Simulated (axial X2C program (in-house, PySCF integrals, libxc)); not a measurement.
# Potential curves of GaW, two-component

Computed with an in-house all-electron X2C program for linear molecules (integrals from PySCF). Two-component (2c) means X2C with spin–orbit coupling and atomic mean-field two-electron Coulomb and Gaunt terms. Basis: W dyall-cv3z [13s14p9d7f4g], Ga dyall-cv3z [9s9p7d4f1g] (cores contracted in-house); Gaussian nuclei, density fitting, unrestricted open shells. Masses: W 183.951 u, Ga 68.926 u.

State: Ω = 5/2 (⟨Sz⟩ = 2.46, ⟨Lz⟩ = 0.04 at PBE0). Energies in eV from the lowest point of each curve. Fits are polynomials in 1 − R0/R over 0.85 to 1.23 times the lowest point R0.

```
 R (Å)    PBE0  BHandHLYP
2.2864  0.5390     0.5802
2.3915  0.2151     0.2427
2.4703  0.0814     0.0992
2.5492  0.0154     0.0240
2.6280  0.0000     0.0000
2.7200  0.0282     0.0191
2.8120  0.0914     0.0742
2.9302  0.2056     0.1797
3.0748  0.3733     0.3397
3.2850  0.6346     0.5954
```

Occupations by symmetry block were frozen at the best pattern of an incomplete PBE0 search. Density functionals use the spin component along the axis (collinear). With several unpaired electrons one determinant need not be a pure state. This is the top spin component of a Σ state; components of lower Ω are not single determinants and can lie lower. The determinant is spin-polarised beyond a pure state at some levels (its spin-free form has ⟨S²⟩ too high), which makes Re and μ there less reliable.

(1) What are Re and ωe at the PBE0 level?

(2) What are Re and ωe at the BHandHLYP level?

Results:

(1) At PBE0, 2c: Re = 2.617 Å, ωe ≈ 183 cm⁻¹; Be follows as 0.0491 cm⁻¹.

(2) At BHandHLYP, 2c: Re = 2.635 Å, ωe ≈ 179 cm⁻¹; Be follows as 0.0484 cm⁻¹.
